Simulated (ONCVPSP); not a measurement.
## Which change was made? (W, ONCV)

ONCVPSP 4.0.1 input, shortened (lines: element, Z, core and valence counts, functional; n l f; lmax; l rc ep ncon nbas qcut; lloc lpopt rc5 dvloc0; l nproj debl; icmod fcfact rcfact), PBE, fully relativistic:

```
  W 74.00   10    3        4      upf
    1    0    2.00
    2    0    2.00
    2    1    6.00
    3    0    2.00
    3    1    6.00
    3    2   10.00
    4    0    2.00
    4    1    6.00
    4    2   10.00
    4    3   14.00
    5    0    2.00
    5    1    6.00
    5    2    3.00
    2
    0    1.15    0.00    4    9    5.50
    1    1.35    0.00    5    8    5.40
    2    2.10    0.00    4    8    8.40
    4    5    0.85    3.00
    0    2    0.50
    1    2    3.60
    2    2    2.20
    3    4.50    1.60
```

Open shells are filled in proportion to 2j + 1.

In the s channel the program set the typed energies aside and used -3.960, 0.250 Ha.

Cutoffs, loose and tight: the cutoffs (Ha) at which the residual kinetic energy of the hardest occupied pseudo-wave falls to 1 and 0.1 mHa per electron. They do not see the model core or the augmentation charge, which bear on the density cutoff. Test errors are all-electron minus pseudo excitation energies from the reference, over the configurations 5s2 5p6 5d4 6s2; 5s2 5p6 5d4 6s1; 5s2 5p6 5d4; 5s2 5p6 5d4 6p2; variants that change the core or the reference have their own tests. The largest error is taken over the tests solved by every variant that gives reliable tests at all, those not shown here included: 5s2 5p6 5d4; 5s2 5p6 5d4 6s1; 5s2 5p6 5d4 6s2.

The base gives: outcome: generated, projector energies reset by the program; cutoff, loose: 168 Ha; cutoff, tight: 194 Ha; bound ghosts: s; GHOST(+) flags above zero: p3/2, p1/2; largest test error (meV): -33.

(1) After one change the result is: outcome: generated, projector energies reset by the program; cutoff, loose: 216 Ha; cutoff, tight: 252 Ha; bound ghosts: s; GHOST(+) flags above zero: p3/2, d5/2, p1/2; largest test error (meV): -29. Which change was it?
A. all radii but the core radius scaled by about 0.86 (s 0.98, p 1.16, d 1.80 bohr); local potential polynomial inside 0.72 bohr (lpopt 5, dvloc0 3 Ha)
B. all radii but the core radius scaled by about 1.29 (s 1.48, p 1.74, d 2.70 bohr); local potential polynomial inside 1.10 bohr (lpopt 5, dvloc0 3 Ha)
C. all radii but the core radius scaled by about 1.14 (s 1.32, p 1.54, d 2.40 bohr); local potential polynomial inside 0.96 bohr (lpopt 5, dvloc0 3 Ha)

Answers

(1) A. The others give: all radii but the core radius scaled by about 1.29 (s 1.48, p 1.74, d 2.70 bohr); local potential polynomial inside 1.10 bohr (lpopt 5, dvloc0 3 Ha) → outcome: generated, projector energies reset by the program; cutoff, loose: 44 Ha; cutoff, tight: 107 Ha; bound ghosts: none; GHOST(+) flags above zero: s; largest test error (meV): -34 | all radii but the core radius scaled by about 1.14 (s 1.32, p 1.54, d 2.40 bohr); local potential polynomial inside 0.96 bohr (lpopt 5, dvloc0 3 Ha) → outcome: generated, projector energies reset by the program; cutoff, loose: 118 Ha; cutoff, tight: 142 Ha; bound ghosts: none; GHOST(+) flags above zero: s, p3/2, p1/2; largest test error (meV): -35.
